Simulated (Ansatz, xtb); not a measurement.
## C6H3F: which of two isomers lies lower

Structure X is `C#CC#CC(=C)F`, a singlet and structure Y is `C#C/C=C(\F)C#C`, a singlet. Both are isolated molecules in the gas phase, relaxed with r2SCAN-D4/def2-SVP.

X (Å):

```yaml
atoms:
  - { symbol: C, position_ang: [3.1023, 0.1376, 0.7146] }
  - { symbol: C, position_ang: [2.1327, -0.3493, 0.1497] }
  - { symbol: C, position_ang: [1.0546, -0.8906, -0.4775] }
  - { symbol: C, position_ang: [0.0852, -1.3796, -1.0518] }
  - { symbol: C, position_ang: [-1.0387, -1.9432, -1.7028] }
  - { symbol: C, position_ang: [-1.1192, -2.2563, -3.0065] }
  - { symbol: F, position_ang: [-2.0904, -2.1627, -0.8921] }
  - { symbol: H, position_ang: [3.9537, 0.5654, 1.2114] }
  - { symbol: H, position_ang: [-0.2678, -2.0788, -3.6636] }
  - { symbol: H, position_ang: [-2.0380, -2.6889, -3.4081] }
```

Y (Å):

```yaml
atoms:
  - { symbol: C, position_ang: [-1.6068, -0.4282, 0.9604] }
  - { symbol: C, position_ang: [-0.8097, -0.9684, 0.2122] }
  - { symbol: C, position_ang: [0.1095, -1.6283, -0.6265] }
  - { symbol: C, position_ang: [0.6490, -1.0709, -1.7415] }
  - { symbol: C, position_ang: [1.5745, -1.7061, -2.6045] }
  - { symbol: C, position_ang: [2.3711, -2.2365, -3.3576] }
  - { symbol: F, position_ang: [0.3126, 0.1749, -2.0949] }
  - { symbol: H, position_ang: [-2.3087, 0.0572, 1.6128] }
  - { symbol: H, position_ang: [0.4172, -2.6499, -0.3805] }
  - { symbol: H, position_ang: [3.0741, -2.7080, -4.0201] }
```

Estimate E(Y) − E(X) at the level CCSD(T)/def2-SVP + ΔMP2/def2-TZVPP.

Calculated at CCSD(T)/def2-SVP + ΔMP2/def2-TZVPP: E(Y) − E(X) = +0.150 eV, so structure X lies lower.

The same difference at several levels:

```tsv
level	geometry	E(Y) − E(X) (eV)	departure from the last row (eV)	job, with rough time for the two
GFN2-xTB	GFN2-xTB	+0.185	+0.034	optimisation, 0.25 s
HF/STO-3G	GFN2-xTB	+0.183	+0.032	single point, 0.52 s
r2SCAN-D4/def2-SVP//GFN2-xTB	GFN2-xTB	+0.287	+0.136	single point, 3.5 s
r2SCAN-D4/def2-SVP	r2SCAN-D4/def2-SVP	+0.275	+0.124	optimisation, 30 s
HF/def2-SVP	r2SCAN-D4/def2-SVP	+0.116	−0.034	part of the CCSD(T) run
MP2/def2-SVP	r2SCAN-D4/def2-SVP	+0.196	+0.046	part of the CCSD(T) run
CCSD(T)/def2-SVP	r2SCAN-D4/def2-SVP	+0.152	+0.002	single point
CCSD(T)/def2-SVP + ΔMP2/def2-TZVPP	r2SCAN-D4/def2-SVP	+0.150		single point, 50 s
```

As drawn, both hold the same kinds of bond in the same numbers.

The levels shown agree on the order. The largest departure from CCSD(T)/def2-SVP + ΔMP2/def2-TZVPP is that of r2SCAN-D4/def2-SVP//GFN2-xTB, 0.136 eV. The last row adds to CCSD(T) the change of the MP2 difference between the two basis sets, here −0.002 eV.

With thermal terms from frequencies at re-optimised GFN2-xTB minima (ideal gas, soft modes damped towards free rotors, one conformer each, 298.15 K, 1 atm): on the last row, ΔE + ΔZPE = +0.139, ΔH = +0.138, ΔG = +0.146 eV.

The correlated steps freeze 7 core orbitals. Codes used: Ansatz 0.2.0, xtb 6.7.1; the last row on 2 threads of Intel(R) Xeon(R) Processor @ 2.70GHz on a shared host.
